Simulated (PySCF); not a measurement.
CCl3NOSi, SMILES O=C=N[Si](Cl)(Cl)Cl. Atoms are numbered in the order given.

```xyz
7

O      0.0000     0.0000     3.7357
C      0.0000     0.0000     2.5736
N      0.0000     0.0000     1.3736
Si     0.0000     0.0000    -0.3133
Cl     1.6624     0.9598    -0.9913
Cl    -1.6624     0.9598    -0.9913
Cl     0.0000    -1.9196    -0.9913
```
Charge 0, spin multiplicity 1.

The structure is a stationary point at PBE0-D3(BJ)/def2-SVP. One conformer was computed; it need not be the lowest.

Level of theory: PBE/def2-TZVP run with PySCF.

```json
{
 "total_energy": "-1837.62077 hartree",
 "point_group": "C3v",
 "highest_occupied_level": "-7.91 eV",
 "lowest_empty_level": "-1.38 eV",
 "orbital_gap": "6.53 eV",
 "dipole_moment": "0.099 e·Å",
 "quadrupole, principal values (traceless, Buckingham form, about the centre of nuclear charge)": "-6.55, 3.28, 3.28 D·Å",
 "mean_static_polarisability": "79.3 bohr³ (11.76 Å³)",
 "polarisability_principal_values": "70.7, 70.7, 96.6 bohr³"
}
```
